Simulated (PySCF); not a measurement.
Ionisation energy of Al⁺ by level of theory

Al⁺ [Ne] 3s2 (1S) → Al²⁺ [Ne] 3s1 (2S), as a difference of total energies. All numbers are calculated (PySCF 2.14, the non-relativistic Hamiltonian (point nucleus), in def2-QZVPPD (10s6p5d2f1g, 76 functions)). Correlated levels: valence: [Ne] frozen; valence and next inner shell: 1s2 frozen. The calculations carry no spin-orbit coupling.

| method | ionisation energy (eV) |
| --- | --- |
| UHF | 17.521 |
| LDA | 18.896 |
| PBE | 18.758 |
| PBE0 | 18.653 |
| r2SCAN | 18.379 |
| B3LYP | 18.906 |
| wB97X-V | 18.657 |
| wB97X | 18.659 |
| BHandHLYP | 18.689 |
| MP2 (valence) | 18.321 |
| SCS-MP2 (valence) | 18.481 |
| MP2 (valence and next inner shell) | 18.525 |
| SCS-MP2 (valence and next inner shell) | 18.640 |

**Question.** How much does correlation contribute at MP2 (valence and next inner shell)?

**Answer.** 18.525 − (17.521) = 1.004 eV, measured against UHF.

Errors of the correlated levels include the incompleteness of this basis and the frozen core.

MP2 underrates the near-degeneracy of ns² with np² in the lower species.

For comparison: 18.829 eV (measured; NIST Atomic Spectra Database, ionization energies).
